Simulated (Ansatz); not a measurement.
## A reaction path, image by image

GaH₄Cl, closed shell, from a complex of GaH₃ + HCl to a complex of GaH₂Cl ([Cl][GaH2]) + H₂; PBE0-D4/def2-SVP (Ansatz 0.2.0). Settings:

```yaml
hamiltonian: {xc: pbe0, dispersion: d4}
neb:
  images: 5
  climbing: true
  max_iterations: 40
  initial_path: idpp
```

First end:

```
6
angstrom
Ga -0.4979 0.7588 -0.0106
H 0.2293 0.7425 -1.4083
H 0.1317 1.5728 1.1734
H -1.9549 0.1886 0.1038
H 1.3472 -1.6482 -0.4950
Cl 0.7447 -1.6144 0.6367
```

Second end:

| atom | x (Å) | y (Å) | z (Å) |
| --- | --- | --- | --- |
| Ga1 | -0.4541 | 0.1690 | 0.6672 |
| H2 | 0.6181 | 0.3343 | -1.6385 |
| H3 | 0.3280 | 1.4573 | 1.0548 |
| H4 | -1.8277 | 0.0272 | -0.0502 |
| H5 | 0.9148 | -0.3082 | -1.3859 |
| Cl6 | 0.4209 | -1.6796 | 1.3526 |

The ends were relaxed with PBE0-D4 in triple zeta, so they are not quite minima here (largest force components 0.20 and 0.40 eV/Å).

Energies along the converged band: It took 10 iterations. Path lengths are measured after rigid turns and shifts between images are taken out.
```tsv
image	path length (Å)	energy (eV)
0	0.00	0.000
1	0.44	0.026
2	0.88	0.079
3 (climbing)	1.32	0.198
4	1.84	-0.424
5	2.36	-0.871
6	2.88	-0.919
```
Energies count from the first end.

The images between the ends:
Image 1:
```xyz
6
angstrom
Ga -0.4727 0.7055 0.0091
H 0.3377 0.5279 -1.3421
H 0.1503 1.5986 1.1375
H -1.9566 0.2008 0.0575
H 1.1671 -1.3535 -0.5251
Cl 0.7742 -1.6794 0.6631
```

Image 2:
```xyz
6
angstrom
Ga -0.4481 0.6537 0.0281
H 0.4324 0.3321 -1.2735
H 0.1987 1.6045 1.0853
H -1.9382 0.1868 -0.0101
H 0.9541 -1.0642 -0.4841
Cl 0.8011 -1.7131 0.6543
```

Image 3:
```xyz
6
angstrom
Ga -0.4235 0.5359 0.1326
H 0.5235 0.1379 -1.1999
H 0.2652 1.6051 1.0263
H -1.9148 0.1588 -0.0911
H 0.8071 -0.7975 -0.5424
Cl 0.7425 -1.6404 0.6745
```

Image 4:
```xyz
6
angstrom
Ga -0.4187 0.3617 0.3487
H 0.6042 0.0687 -1.2678
H 0.2864 1.6021 0.9725
H -1.8838 0.1624 -0.1399
H 0.7938 -0.5824 -0.7948
Cl 0.6181 -1.6127 0.8813
```

Image 5:
```xyz
6
angstrom
Ga -0.4389 0.2493 0.5336
H 0.6288 0.1765 -1.4553
H 0.3089 1.5429 0.9801
H -1.8462 0.1132 -0.1246
H 0.8456 -0.4517 -1.0652
Cl 0.5017 -1.6304 1.1313
```

The band counts as converged below 0.05 eV/Å. The run took about 75 s on 2 CPU threads of an Arm Neoverse V2 (shared host).
